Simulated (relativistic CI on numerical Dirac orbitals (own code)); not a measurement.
Hyperfine structure of K, mass number 39

Method of calculation: Dirac-Coulomb-Breit CI, orbitals from a KLI potential per configuration, model QED (radiative potential, 1s self-energy scaled to tabulated hydrogen-like ionisation energies), valence Slater integrals scaled by 0.85, P86 correlation energy added to each configuration (own radial code, finite nucleus).

Configurations in the expansion (outside the closed core [Ar]): 4s, 4p, 3d, 5p, 4d, 4f, 5s, 6s, 6p, 5d, 7s, 5g, 5f, 7p, 6d, 7d. Levels of other configurations are missing.

Nuclear spin I = 3/2, μ = 0.39147 μN, Q = 0.0603 b (tables of Stone and Pyykkö). The electronic factors are computed for point nuclear moments, without core polarisation; leaving it out makes A of s and p electrons in near-neutral atoms 20 to 40 % too small, and it can dominate for d and f shells.

| Level | E (eV) | A (MHz) | B (MHz) | A measured (MHz) |
| --- | --- | --- | --- | --- |
| 4s ²S1/2 | 0.0000 | 196.5 |  | 230.86 |
| 4p ²P°1/2 | 1.4805 | 23.74 |  | 27.793 |
| 4p ²P°3/2 | 1.4859 | 4.605 | 1.97 | 6.084 |
| 5s ²S1/2 | 2.5405 | 65.53 |  | 55.5 |
| 3d ²D5/2 | 2.5859 | 0.368 | 0.175 | -0.62 |
| 3d ²D3/2 | 2.5867 | 0.8634 | 0.123 | 0.96 |
| 5p ²P°1/2 | 2.9981 | 9.056 |  | 9.01 |
| 5p ²P°3/2 | 2.9998 | 1.75 | 0.75 | 1.969 |

Measured A: Allegrini, Arimondo and Orozco, J. Phys. Chem. Ref. Data 51, 043102 (2022).

Levels with J = 0, under 50 % of one LS term, or S terms without an open s electron are left out. Small factors come from cancelling terms and can be off by tens of per cent or more.

Correlation outside the listed configurations is missing or only estimated: errors of thousands of cm⁻¹ between configurations and terms are usual at this charge. Rates and lifetimes follow the computed energies and can be off by large factors. The fine structure of a lone outer electron comes out too small, for d and f at times inverted, and misplaced configurations move strength between like terms. 6 of the 6 excited levels that our extract of the measured tables holds in this range could be paired (the sources list more); they are missed by 750 cm⁻¹ on average and 1058 at most, and levels without a partner can miss by more.

Q: Give the hyperfine levels of 4s ²S1/2 relative to its centre of gravity.

A: With K = F(F + 1) − I(I + 1) − J(J + 1), E = AK/2: F = 1: -245.7, F = 2: 147.4 MHz.
